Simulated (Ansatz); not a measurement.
A CCSD(T) single point on CH$_{9}$AlN$_{2}$Si.

```yaml
crystal:
  periodic: [false, false, false]
  atoms:
    - {symbol: N, position_ang: [-1.508626, 0.617613, 0.061030]}
    - {symbol: Si, position_ang: [0.106953, 1.035986, 0.809509]}
    - {symbol: C, position_ang: [1.148850, -0.126405, -0.176540]}
    - {symbol: N, position_ang: [1.557081, -1.383343, 0.459626]}
    - {symbol: Al, position_ang: [-0.455826, -0.410562, -1.404833]}
    - {symbol: H, position_ang: [-2.104347, 0.010775, 0.612791]}
    - {symbol: H, position_ang: [-2.071122, 1.402274, -0.245205]}
    - {symbol: H, position_ang: [-0.006324, 0.791667, 2.275494]}
    - {symbol: H, position_ang: [0.255400, 2.490336, 0.531266]}
    - {symbol: H, position_ang: [1.994512, 0.360654, -0.670686]}
    - {symbol: H, position_ang: [0.853018, -2.105523, 0.392932]}
    - {symbol: H, position_ang: [1.831219, -1.287866, 1.428344]}
    - {symbol: H, position_ang: [-0.611719, 0.488129, -2.713273]}
    - {symbol: H, position_ang: [-1.002069, -1.913133, -1.331655]}
basis:
  gaussian: {orbitals: def2-TZVPP}
correlation: {method: ccsd_t}
```

```sh
$ ansatz run in.yaml --threads 4 --pin off --events-out ev --progress --plain --max-ram 10444MiB
```

Log, shortened:

```
Functional definition: HF
1747 factors; integrals over basis functions are off by at most 1.2e-3 eV
mean field evaluation 1: about -18578.8267 eV, gradient 4.5e1 eV
mean field evaluation 2: about -18579.0964 eV, gradient 4.6e1 eV
mean field evaluation 4: about -18584.1870 eV, gradient 4.3e0 eV
mean field evaluation 8: about -18584.2629 eV, gradient 2.5e-1 eV
mean field -18584.26316902 eV, -682.9590745955 hartree, gradient 2.8e-6 eV, S^2 0.000000; 0 other end points of the search recorded, 0 dependent functions left out
13 core orbitals not correlated: weight in the atoms' cores, before any rotation towards them, 1.000 or more for the frozen orbitals, at most 0.000 for the correlated occupied ones
reference -18584.26316902 eV, -682.9590745955 hartree; 15, 15 occupied and 275, 275 virtual orbitals, 1747 factors
second order -22.31196601 eV of doubles, -0.00000000 eV of singles
cycle   1  -23.07685197 eV  change   -7.6e-1 eV  update   1.0e-1
cycle   2  -23.68328311 eV  change   -6.1e-1 eV  update   3.0e-2
cycle   3  -23.78000469 eV  change   -9.7e-2 eV  update   1.4e-2
cycle   4  -23.77116116 eV  change    8.8e-3 eV  update   3.5e-3
cycle   5  -23.77057666 eV  change    5.8e-4 eV  update   1.9e-3
cycle   6  -23.77094870 eV  change   -3.7e-4 eV  update   6.1e-4
cycle   7  -23.77064224 eV  change    3.1e-4 eV  update   2.8e-4
cycle   8  -23.77061086 eV  change    3.1e-5 eV  update   1.1e-4
cycle   9  -23.77065794 eV  change   -4.7e-5 eV  update   4.0e-5
cycle  10  -23.77065265 eV  change    5.3e-6 eV  update   1.5e-5
perturbative correction -0.92182633 eV, -0.0338764929 hartree
Total energy: -18608.95564801 eV, -683.8665064611 hartree
```

Hardware: 4 threads of an Arm Neoverse V1 on a shared host. Wall time 18 min, peak host memory 3.8 GiB.

The correlation energy is -24.692 eV, 3.7 % of it from (T); the T1 diagnostic reads 0.0109.
